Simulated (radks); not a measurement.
Values are calculated unless marked as measured or tabulated.
All-electron atom: Sm in [Xe] 4f6 6s2.

Level of theory: Dirac Kohn-Sham, LDA (Slater exchange, Perdew-Wang correlation), spin-unpolarised, spherical densities, point nucleus; open shells fill j = l - 1/2 first (a radial shooting solver on a logarithmic mesh with Libxc functionals).

Energy parts (eV):
part                      energy
total                 -283742.59
kinetic                307624.07
electron-nucleus      -695499.24
Hartree                110366.57
exchange-correlation    -6233.99

Orbitals (lengths in bohr, moments of r in powers of bohr; <r^-3> diverges for s and p1/2):
| orbital | occ. | eigenvalue (eV) | <r^-3> | <1/r> | <r^4> |
|---|---|---|---|---|---|
| 1s1/2 | 2 | -46588.21 | - | 68.78 | 1.320e-06 |
| 2s1/2 | 2 | -7610.015 | - | 16.34 | 0.0002118 |
| 2p1/2 | 2 | -7215.847 | - | 16.33 | 0.0001316 |
| 2p3/2 | 4 | -6613.704 | 8881 | 14.55 | 0.0001697 |
| 3s1/2 | 2 | -1666.360 | - | 5.937 | 0.008366 |
| 3p1/2 | 2 | -1496.425 | - | 5.855 | 0.007653 |
| 3p3/2 | 4 | -1374.562 | 1853 | 5.407 | 0.009264 |
| 3d3/2 | 4 | -1078.861 | 309.3 | 5.284 | 0.006812 |
| 3d5/2 | 6 | -1052.367 | 277.2 | 5.172 | 0.007228 |
| 4s1/2 | 2 | -330.3833 | - | 2.478 | 0.2099 |
| 4p1/2 | 2 | -265.2632 | - | 2.373 | 0.2414 |
| 4p3/2 | 4 | -238.3615 | 409.5 | 2.220 | 0.2925 |
| 4d3/2 | 4 | -131.0462 | 57.42 | 2.000 | 0.4330 |
| 4d5/2 | 6 | -126.2441 | 50.77 | 1.962 | 0.4610 |
| 4f5/2 | 6 | -2.7607 | 6.248 | 1.362 | 8.750 |
| 4f7/2 | 0 | -2.2226 | 6.001 | 1.341 | 10.61 |
| 5s1/2 | 2 | -43.2427 | - | 0.9455 | 7.511 |
| 5p1/2 | 2 | -25.7664 | - | 0.8270 | 13.28 |
| 5p3/2 | 4 | -22.1994 | 53.37 | 0.7712 | 17.12 |
| 6s1/2 | 2 | -3.7158 | - | 0.2948 | 677.7 |

The highest occupied level is 4f5/2 at -2.761 eV. For comparison, the ionisation energy in NIST's Atomic Spectra Database is 5.644 eV (measured). In exact Kohn-Sham theory the highest level is minus the ionisation energy, but local and semilocal functionals leave it too shallow, through self-interaction and a potential that decays too fast; potentials with the right tail come closer. The density falls to 0.001 e/bohr^3 at r = 5.26 bohr. Summed over all electrons, <r^2> = 83.39 bohr^2, which gives a Langevin (diamagnetic) susceptibility term of -66 x 10^-6 cm^3/mol.

Beside tabulated values, note that spin-unpolarised runs miss the spin-polarisation part of the exchange energy of open shells.
